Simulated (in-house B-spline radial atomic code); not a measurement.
Configurations of Si II (Si+), with energies counted from [Ne] 3s2 3p1. All numbers are computed (scalar-relativistic (X2C) HSE06, spin-polarised, spherical fractional occupations; Fermi nucleus of rms radius 3.1224 fm) with a B-spline radial code for spherical atoms, not measured. Shells without spins written out take the highest spin.

Caution: exact exchange at fractional occupations of open shells leaves self-interaction of up to several eV.

Occupations are held fixed; configurations that lie above the ionisation limit could autoionise.

```tsv
configuration	E - E(ref) (eV)	highest orbital	its <r> (bohr)
[Ne] 3s2 3d1	8.4292	3d up	4.007
[Ne] 3s(0 up, 1 down) 3p(1 up, 0 down) 4s(1 up, 0 down)	15.992	4s up	5.039
[He] 2s2 2p5 3s2 3p2	103.91	3p up	2.168
[He] 2s2 2p(2 up, 3 down) 3s2 3p(1 up, 0 down) 4s(1 up, 0 down)	115.01	4s up	4.803
[He] 2s2 2p5 3s2 3p1 4p1	116.68	4p up	5.727
[He] 2s2 2p(2 up, 3 down) 3s2 3p(0 up, 1 down) 4d(1 up, 0 down)	119.12	4d up	7.982
[He] 2s2 2p5 3s2 3p1 4f1	120.06	4f up	8.687
```

Order these further configurations by energy, lowest first.
A. [Ne] 3s1 3p1 4f1
B. [Ne] 3s2 4s1
C. [He] 2s2 2p5 3s2 3p1 4s1
D. [Ne] 3s2 4d1
E. [He] 2s2 2p5 3s2 3p1 4d1

B (7.5125 eV), D (11.534 eV), A (19.207 eV), C (114.68 eV), E (119 eV).

How far above the reference does [Ne] 3s2 4p1 lie?

9.3542 eV; its least bound orbital is 4p up with <r> = 6.165 bohr.

How far above the reference does [Ne] 3s(1 up, 0 down) 3p(0 up, 1 down) 4f(1 up, 0 down) lie?

20.861 eV; its least bound orbital is 4f up with <r> = 8.713 bohr.
